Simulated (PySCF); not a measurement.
Electron correlation in V²⁺ (vanadium, charge +2)

[Ar] 3d3, high-spin 4F determinant. Computed with PySCF 2.14 in aug-cc-pVTZ (8s7p5d3f2g, 93 functions), with the non-relativistic Hamiltonian (point nucleus). Frozen: [Ar]; 3 electrons correlated.

```csv
level,correlation energy (mhartree)
CCSD,-21.34
(T),-0.09
CCSD(T),-21.43
```

Diagnostics: T1 = 0.0033, D1 = 0.0046, largest double amplitude 0.018.

Cost of the coupled-cluster step: about 12 core-seconds, for 3 correlated electrons.

Iterations:

```
CC2 = 0
CCSD nocc = (np.int64(3), np.int64(0)), nmo = (84, 84)
frozen orbitals [[0, 1, 2, 3, 4, 5, 6, 7, 8], [0, 1, 2, 3, 4, 5, 6, 7, 8]]
max_cycle = 100
direct = 0
conv_tol = 1e-08
conv_tol_normt = 1e-06
diis_space = 8
diis_start_cycle = 0
Init t2, MP2 energy = -0.0179831770064624
Init E_corr(UCCSD) = -0.017983177006663
cycle = 1  E_corr(UCCSD) = -0.0206843309394055  dE = -0.00270115393  norm(t1,t2) = 0.0119078
cycle = 2  E_corr(UCCSD) = -0.0211708043797264  dE = -0.00048647344  norm(t1,t2) = 0.00388718
cycle = 3  E_corr(UCCSD) = -0.0213533293566984  dE = -0.000182524977  norm(t1,t2) = 0.00171311
cycle = 4  E_corr(UCCSD) = -0.0213355292930599  dE = 1.78000636e-05  norm(t1,t2) = 0.000449816
cycle = 5  E_corr(UCCSD) = -0.0213413045867556  dE = -5.7752937e-06  norm(t1,t2) = 9.34293e-05
cycle = 6  E_corr(UCCSD) = -0.0213412111501426  dE = 9.3436613e-08  norm(t1,t2) = 1.00919e-05
cycle = 7  E_corr(UCCSD) = -0.0213411963502095  dE = 1.47999331e-08  norm(t1,t2) = 2.28352e-06
cycle = 8  E_corr(UCCSD) = -0.021341193238048  dE = 3.11216156e-09  norm(t1,t2) = 3.86627e-07
UCCSD converged
E(UCCSD) = -942.2081516852494  E_corr = -0.02134119323804798
UCCSD(T) correction = -9.33597107974106e-05
```
